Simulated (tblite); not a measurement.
Compound: C₇H₄NOS (doublet state).
Bonds: O1–C2, C2–C3 (aromatic), C3–C4 (aromatic), C4–C5 (aromatic), C5–S6 (aromatic), S6–N7 (aromatic), N7–C8 (aromatic), C8–C9 (aromatic), C9–C10 (aromatic), C2–C10 (aromatic), C5–C9 (aromatic). Hydrogens: H11 on C3; H12 on C4; H13 on C8; H14 on C10.

The geometry is computed with GFN2-xTB (gas phase). This method treats the open shell by occupation alone, without spin polarisation.

**Question.** Give the optimised bond lengths and angles.

**Answer.** 
| bond | length (Å) | order |
| --- | --- | --- |
| O1–C2 | 1.235 | single |
| C2–C3 | 1.460 | aromatic |
| C3–C4 | 1.358 | aromatic |
| C4–C5 | 1.404 | aromatic |
| C5–S6 | 1.718 | aromatic |
| S6–N7 | 1.653 | aromatic |
| N7–C8 | 1.290 | aromatic |
| C8–C9 | 1.436 | aromatic |
| C9–C10 | 1.374 | aromatic |
| C2–C10 | 1.450 | aromatic |
| C5–C9 | 1.422 | aromatic |
| C3–H11 | 1.079 | single |
| C4–H12 | 1.080 | single |
| C8–H13 | 1.076 | single |
| C10–H14 | 1.079 | single |

Orders are formal, as drawn. A selection of angles:
| angle | degrees |
| --- | --- |
| O1–C2–C3 | 121.8 |
| O1–C2–C10 | 121.8 |
| C3–C2–C10 | 116.5 |
| C2–C3–C4 | 122.9 |
| C2–C3–H11 | 116.1 |
| C4–C3–H11 | 121.1 |
| C3–C4–C5 | 118.7 |
| C3–C4–H12 | 121.6 |
| C5–C4–H12 | 119.7 |
| C4–C5–S6 | 129.8 |
| C4–C5–C9 | 121.2 |
| S6–C5–C9 | 109.0 |
| C5–S6–N7 | 94.0 |
| S6–N7–C8 | 112.4 |
| N7–C8–C9 | 116.1 |
| N7–C8–H13 | 119.1 |
| C9–C8–H13 | 124.8 |
| C8–C9–C10 | 130.8 |
| C5–C9–C8 | 108.6 |
| C5–C9–C10 | 120.5 |
| C9–C10–H14 | 121.7 |
| C2–C10–C9 | 120.2 |
| C2–C10–H14 | 118.2 |

The 6-membered ring C2–C3–C4–C5–C9–C10 has internal angles of 116.5° to 122.9°; it is planar, 0.00 Å rms from its mean plane, widest ring torsion 0°. C9 (carbon bonded to 3 C) is planar (angles 130.8°, 120.5° and 108.6°, sum 360.0°, 0.00 Å off the plane of its three neighbours). C8 (carbon bonded to C, N and H) is planar (angles 124.8°, 119.1° and 116.1°, sum 360.0°, 0.00 Å off the plane of its three neighbours). The C–C distances run from 1.358 Å (C3–C4, aromatic) to 1.460 Å (C2–C3, aromatic), a spread of 0.102 Å. C2 (carbon bonded to 2 C and O) is planar (angles 121.8°, 121.8° and 116.5°, sum 360.0°, 0.00 Å off the plane of its three neighbours). C10 (carbon bonded to 2 C and H) is planar (angles 121.7°, 120.2° and 118.2°, sum 360.0°, 0.00 Å off the plane of its three neighbours). C5 (carbon bonded to 2 C and S) is planar (angles 129.8°, 121.2° and 109.0°, sum 360.0°, 0.00 Å off the plane of its three neighbours).

Point group: Cs (every atom within 0.08 Å of its image). Its GFN2-xTB frequencies are all real (lowest 98 cm⁻¹).

The run took 0.17 s on Arm Neoverse V1, one thread, shared host with 32 logical CPUs at a one-minute load of 10. These figures are those of the optimisation.
